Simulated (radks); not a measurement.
Task: The mercury ion Hg+, [Xe] 4f14 5d10 6s1. Calculated with a radial shooting solver on a logarithmic mesh with Libxc functionals: non-relativistic Kohn-Sham, exchange-only B88, spin-polarised, spherical densities, point nucleus. Every spin shell is full or empty, so the densities are truly spherical. Functionals are evaluated on that one density, not self-consistently. Rank these orbital-free kinetic functionals by their error against the exact value of the orbitals, and give that value: Thomas-Fermi, von Weizsacker, TF + vW/9, TF + vW/5, LC94, APBEK, Perdew 92, Thakkar, Pearson, LKT, DePristo-Kress, Ernzerhof.

Result: Exact: 18409.0 hartree. From best to worst, with 100 (|E| - |E exact|)/|E exact| (equal figures are ties): LC94 +0.01, APBEK +0.04, DePristo-Kress -0.20, Ernzerhof -0.48, Perdew 92 -0.68, TF + vW/9 -0.69, Thakkar -0.78, Pearson -0.84, TF + vW/5 +2.46, Thomas-Fermi -4.62, LKT +15.91, von Weizsacker -64.60.
